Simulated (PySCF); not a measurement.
## TDDFT excited states: CH7AsBN

Species: CH7AsBN.
InChI=1S/CH7AsBN/c1-4-3-2/h3-4H,2H2,1H3

Method: TDDFT CAM-B3LYP/def2-SVPD, vertical, gas phase, core orbitals frozen in the response in PySCF 2.14.0, density-fitted response routines. The structure is a single PBE0-D3(BJ)/def2-SVP conformer in the gas phase; no vibrational or solvent corrections. The CAM-B3LYP/def2-SVPD calculation is non-relativistic and has no spin–orbit coupling, an omission that weighs most on arsenic. Torsions of this conformer, `[CH3:1][NH:2][BH:3][AsH2:4]`: C1–N2–B3–As4 175°, H–As4–B3–N2 29°, H–As4–B3–N2 123°.

What does the calculation give for the low-lying excited states?

```json
{"state": "S1", "E (eV)": "5.76", "E (kJ/mol)": "556", "λ (nm)": "215.3", "f": "0.056", "main configurations (H = HOMO, L = LUMO)": "H→L (72%), H→L+1 (18%)"}
{"state": "S2", "E (eV)": "6.26", "E (kJ/mol)": "604", "λ (nm)": "198.0", "f": "0.046", "main configurations (H = HOMO, L = LUMO)": "H→L+1 (54%), H→L (13%), H→L+3 (12%)"}
{"state": "S3", "E (eV)": "6.45", "E (kJ/mol)": "623", "λ (nm)": "192.1", "f": "0.048", "main configurations (H = HOMO, L = LUMO)": "H→L+3 (72%), H→L+2 (13%)"}
{"state": "S4", "E (eV)": "6.91", "E (kJ/mol)": "667", "λ (nm)": "179.3", "f": "0.137", "main configurations (H = HOMO, L = LUMO)": "H-1→L (56%), H-1→L+1 (16%)"}
{"state": "S5", "E (eV)": "7.06", "E (kJ/mol)": "681", "λ (nm)": "175.6", "f": "0.049", "main configurations (H = HOMO, L = LUMO)": "H→L+2 (29%), H-1→L+1 (20%), H→L+5 (14%)"}
{"state": "S6", "E (eV)": "7.35", "E (kJ/mol)": "709", "λ (nm)": "168.8", "f": "0.219", "main configurations (H = HOMO, L = LUMO)": "H→L+5 (39%), H-1→L+1 (32%), H-1→L (9%)"}
{"state": "S7", "E (eV)": "7.61", "E (kJ/mol)": "734", "λ (nm)": "162.9", "f": "0.0064", "main configurations (H = HOMO, L = LUMO)": "H→L+2 (18%), H→L+6 (16%), H→L+5 (15%)"}
{"state": "S8", "E (eV)": "7.72", "E (kJ/mol)": "745", "λ (nm)": "160.5", "f": "0.019", "main configurations (H = HOMO, L = LUMO)": "H→L+4 (46%), H-2→L (13%), H-1→L+1 (10%)"}
{"state": "S9", "E (eV)": "7.78", "E (kJ/mol)": "751", "λ (nm)": "159.3", "f": "0.045", "main configurations (H = HOMO, L = LUMO)": "H-2→L (35%), H→L+4 (26%), H-2→L+1 (12%)"}
{"state": "S10", "E (eV)": "8.06", "E (kJ/mol)": "778", "λ (nm)": "153.8", "f": "0.063", "main configurations (H = HOMO, L = LUMO)": "H-1→L+3 (57%), H-2→L+1 (15%)"}
```

Triplets (Tamm–Dancoff): T1 5.02 eV, H→L (66%), H→L+1 (25%); T2 5.52 eV, H→L+3 (78%); T3 5.64 eV, H-1→L+1 (41%), H-1→L (40%); T4 5.88 eV, H→L+1 (34%), H→L+2 (22%), H→L (14%).

The lowest singlet lies at 5.76 eV (215 nm, ultraviolet) and is of moderate strength; its leading configuration is HOMO→LUMO (72%). The most intense listed level is S6 at 7.35 eV (169 nm, f = 0.219), 1.59 eV above S1. Löwdin shares by element: HOMO arsenic 61%, boron 14%, nitrogen 8%, hydrogen 6% or more; LUMO boron 37%, arsenic 20%, nitrogen 9%, hydrogen 8% or more (atoms not listed hold the other 26%). Orbital energies (eV): HOMO-3 -11.14, HOMO-2 -10.14, HOMO-1 -9.38, HOMO -8.15, LUMO 0.85, LUMO+1 1.17, LUMO+2 1.65. Of the 10 states listed, 9 reach f = 0.01 and none stays under 0.0005. The oscillator strengths of these states sum to 0.687; summed over the whole spectrum of an exact calculation they would give the number of electrons, 58 (Thomas–Reiche–Kuhn). The vertical ionisation energy (ΔSCF) is 9.10 eV, 1.04 eV above S10. Only the lowest 10 singlets were computed, as vertical energies without vibronic structure.
